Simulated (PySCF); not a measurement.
A side-by-side comparison of computed properties.

First species: C5H5PSSi.
SMILES: `C#Cc1pcc([SiH3])s1`

Second species: CH8NPSi2.
SMILES: `C=PN([SiH3])[SiH3]`

Levels: CAM-B3LYP/def2-SVPD for dipole moment, HOMO energy, LUMO energy, HOMO–LUMO gap, static isotropic polarisability and electronic spatial extent ⟨r²⟩ about the centre of nuclear charge; TDDFT CAM-B3LYP/def2-SVPD for lowest singlet excitation; TDA CAM-B3LYP/def2-SVPD for lowest triplet excitation (Tamm–Dancoff); GFN2-xTB for rotational constant A and rotational constant C. Geometries: GFN2-xTB. Each species is one conformer at its optimised geometry, gas phase, non-relativistic unless stated. Electronic properties by PySCF.

The conformers computed, where there is a choice (atom-mapped SMILES and torsion angles):
- `[CH2:1]=[P:2][N:3]([SiH3:4])[SiH3:5]`: C1–P2–N3–Si4 -15°

Question: Which has the higher HOMO–LUMO gap?

Answer: The second: 7.86 eV against 6.66 eV, a difference of 1.20 eV.

Question: Which has the higher rotational constant C?

Answer: The second: 1.279 GHz against 0.613 GHz, a difference of 0.666 GHz.

Question: Which of the two has the higher S1 energy, and by how much?

Answer: The second: 5.00 eV against 4.13 eV, a difference of 0.87 eV.

Question: Which of the two has the higher LUMO energy, and by how much?

Answer: The second: -0.08 eV against -1.16 eV, a difference of 1.08 eV.

Question: Which has the higher ⟨r²⟩?

Answer: The first: 1754 bohr² against 950 bohr², a difference of 804 bohr².

Question: Which of the two has the higher rotational constant A, and by how much?

Answer: The second: 3.071 GHz against 2.731 GHz, a difference of 0.340 GHz.

Question: Which of the two has the higher HOMO energy, and by how much?

Answer: The first: -7.82 eV against -7.94 eV, a difference of 0.12 eV.

Question: Which of the two has the higher static isotropic polarisability, and by how much?

Answer: The first: 132.4 au against 95.7 au, a difference of 36.7 au.

On the first: The 8 singlets span 4.13 to 6.13 eV, and their oscillator strengths add up to 0.54. The polarisability is 19.61 Å³ as a volume (1 au = 0.148185 Å³), or 1.65 au for each of the 80 electrons.

On the second: The polarisability is 14.19 Å³ as a volume (1 au = 0.148185 Å³), or 1.50 au for each of the 64 electrons. A dipole of 1.05 D is allowed in C1, and pure rotational transitions are dipole-allowed.
